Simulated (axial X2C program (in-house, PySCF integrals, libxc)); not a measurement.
**Curves of CdS⁺ by EOM-IP-CCSD**

Calculated with an axial X2C code built on PySCF integrals: two-component X2C with atomic mean-field Coulomb and Gaunt terms, Gaussian nuclei, basis Cd dyall-cv3z, S dyall-av3z with contracted cores.

Energies in eV from the lowest point of the lowest state; states are followed by energy order within each Ω. Reference: CdS, 18 electrons correlated in 84 virtual spinors with an MP2 remainder; levels at this size can be off by some tenths of an eV. Masses 113.903 and 31.972 u.

```csv
R (Å),(1)Ω=3/2,(1)Ω=1/2,(2)Ω=1/2
2.064,0.6143,0.6866,2.7997
2.154,0.2362,0.3025,2.5242
2.244,0.0493,0.1111,2.4136
2.345,0.0000,0.0579,2.4185
2.446,0.0678,0.1219,2.5036
2.581,0.3317,0.3588,2.6638
```

T1 of the reference reaches 0.034 (Lee–Taylor). Curves followed by order can swap character. Number of frozen shells: Cd 4 s, 3 p, 1 d; S 2 s, 1 p. Roots with under 60 % one-particle weight at any point are counted in the labels but not shown, and the list ends where the roots sought for some Ω run out; states that need a further excitation are missing and may lie low or lowest. Curves with a minimum but no constants failed the fit check.
